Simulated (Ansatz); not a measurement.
C3H10OSi can be A, `COC[SiH2]C`, or B, `CCOC[SiH3]`.

Calculated with Ansatz (gas phase, PBE0-D4/def2-TZVP geometries, no zero-point term in ΔE). CBS: MP2 limit from def2 TZ/QZ plus the TZ coupled-cluster correction, frozen cores. DFT in def2-TZVPP. B3LYP here is the variant with VWN-RPA as its local correlation; programs differ in this. One conformer a species, not always the lowest.

(1) Which is lower in electronic energy at CCSD(T)/CBS, and by how much? (Best estimate.)

(2) Give E(B) − E(A) in kcal/mol with LDA (SPW92), PBE-D4, B2PLYP, CCSD/def2-TZVPP, B3LYP, CCSD(T)/def2-TZVPP, r2SCAN-D4. (Estimate.)

(3) Does the order hold for the free energy at 298.15 K (harmonic terms from PBE0-D4)? (Estimate.)

Largest T1 diagnostic: 0.011.

## Answers

(1) Computed: A, by 6.7 kcal/mol.

(2) The calculation gave: LDA (SPW92) 6.5, PBE-D4 7.5, B2PLYP 6.5, CCSD/def2-TZVPP 6.2, B3LYP 6.4, CCSD(T)/def2-TZVPP 6.4, r2SCAN-D4 7.7. None reverses the order clearly.

(3) Computed: Yes: G(B) − G(A) = +6.7 kcal/mol, for one conformer each. Modes under 60 cm⁻¹, often nearly free rotors, make the harmonic entropy too high.

In def2-TZVPP, CCSD(T) changes the Hartree–Fock value by +1.5 kcal/mol (the triples alone add +0.2 kcal/mol) and MP2 by +1.9 kcal/mol. Leaving LDA and LC-ωPBE aside and taking each functional with its dispersion term where it has one, the values, not all of them listed here, spread over 1.3 kcal/mol, from CAM-B3LYP-D4 to r2SCAN-D4.
